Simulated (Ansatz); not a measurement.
C$_{2}$H$_{7}$GaN, SMILES `[CH2][N](C)[GaH2]` radical at its PBE0-D4/def2-TZVP geometry, where that method's forces vanish. Total charge 0; spin multiplicity 2.

```
atom    x (Å)    y (Å)    z (Å)
  C1  -1.0428   0.3196  -1.0509
  N2  -0.1308  -0.0144  -0.1098
  C3   0.7783   1.0478   0.2814
 Ga4   0.0122  -1.6950   0.6727
  H5  -1.7513  -0.4223  -1.3901
  H6  -1.0602   1.3234  -1.4551
  H7   0.2262   1.9014   0.6902
  H8   1.4725   0.6901   1.0423
  H9   1.3586   1.4000  -0.5787
 H10   1.1529  -1.8001   1.7269
 H11  -1.0157  -2.7504   0.1710
```

(1) For each bond, give half the difference of the two atoms' forces along it (eV/Å; positive pushes the atoms apart) under PBE-D4, r2SCAN-D4, B3LYP-D4, ωB97M-V in def2-TZVPP. (An estimate is asked.)

## Answers

(1) The calculation gave: 
```json
{"bond": "C1–N2", "length (Å)": "1.352", "PBE-D4": "-0.31", "r2SCAN-D4": "-0.07", "B3LYP-D4": "-0.01", "ωB97M-V": "0.51"}
{"bond": "C1–H5", "length (Å)": "1.081", "PBE-D4": "0.14", "r2SCAN-D4": "-0.02", "B3LYP-D4": "-0.09", "ωB97M-V": "-0.19"}
{"bond": "C1–H6", "length (Å)": "1.082", "PBE-D4": "0.16", "r2SCAN-D4": "-0.02", "B3LYP-D4": "-0.08", "ωB97M-V": "-0.17"}
{"bond": "N2–C3", "length (Å)": "1.452", "PBE-D4": "0.16", "r2SCAN-D4": "0.28", "B3LYP-D4": "0.22", "ωB97M-V": "0.15"}
{"bond": "N2–Ga4", "length (Å)": "1.859", "PBE-D4": "0.47", "r2SCAN-D4": "0.13", "B3LYP-D4": "0.23", "ωB97M-V": "-0.27"}
{"bond": "C3–H7", "length (Å)": "1.096", "PBE-D4": "0.08", "r2SCAN-D4": "-0.06", "B3LYP-D4": "-0.08", "ωB97M-V": "-0.10"}
{"bond": "C3–H8", "length (Å)": "1.090", "PBE-D4": "0.04", "r2SCAN-D4": "-0.09", "B3LYP-D4": "-0.12", "ωB97M-V": "-0.08"}
{"bond": "C3–H9", "length (Å)": "1.096", "PBE-D4": "0.08", "r2SCAN-D4": "-0.06", "B3LYP-D4": "-0.08", "ωB97M-V": "-0.09"}
{"bond": "Ga4–H10", "length (Å)": "1.557", "PBE-D4": "-0.10", "r2SCAN-D4": "-0.14", "B3LYP-D4": "-0.09", "ωB97M-V": "-0.03"}
{"bond": "Ga4–H11", "length (Å)": "1.556", "PBE-D4": "-0.07", "r2SCAN-D4": "-0.11", "B3LYP-D4": "-0.09", "ωB97M-V": "-0.07"}
```

B3LYP here is the variant with VWN-RPA as its local correlation; programs differ in this.

Results of the Gaussian-basis code of Ansatz.
